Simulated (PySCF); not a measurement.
Atom-mapped SMILES (the numbers label the heavy atoms): `[NH+:1]#[C:2][C:3]1=[CH:4][CH:5]=[CH:6][CH2:7]1` (H(Xn): hydrogen on atom n).

Geometry: PBE0-D3(BJ)/def2-SVP; GIAO shifts from PySCF 2.14.0 with density-fitted response routines, gas phase, non-relativistic, averaged over equivalent atoms.

At PBE0/pcSseg-1 (149 basis functions, 14 s wall time on 1 thread of an Arm Neoverse V1, shared host):
```tsv
atoms	δ (ppm)
N1	179.7
C4	189.3
C6	179.9
C5	144.6
C2	122.5
C3	92.9
C7	50.1
H(C4)	9.23
H(C6)	8.54
H(N1)	8.33
H(C5)	7.72
H(C7)	4.20
```

δ = σ(ref) − σ, references computed at the same level: NH3 for 15N (σref 265.67); TMS for 13C (σref 184.41) and 1H (σref 31.27).

Question: Estimate the result of repeating the calculation with HF/pcSseg-2.

Answer: 
```tsv
atoms	δ at HF/pcSseg-2	change
N1	166.5	-13.2
C4	205.7	+16.4
C6	188.2	+8.3
C5	137.9	-6.7
C2	120.0	-2.5
C3	87.9	-5.0
C7	40.9	-9.2
H(C4)	9.83	+0.60
H(C6)	8.88	+0.34
H(N1)	8.89	+0.56
H(C5)	7.35	-0.37
H(C7)	3.87	-0.33
```

Shifts are taken against calculated references (same method and geometry level): 15N (σ = 260.75 ppm) vs NH3; 13C (σ = 191.47 ppm), 1H (σ = 31.68 ppm) vs TMS.

The largest change is at C4 (alkene CH). Cost: 336 basis functions, 30 s wall time on 1 thread of an Arm Neoverse V1, shared host. The order of the carbon signals is the same at both levels.

Experimental scales use liquid or dissolved standards, which lie at an offset from isolated NH3 (liquid NH3: subtract about 20 ppm). Unscaled 15N shifts of sp2 nitrogen come out 20 to 40 ppm too high even then.
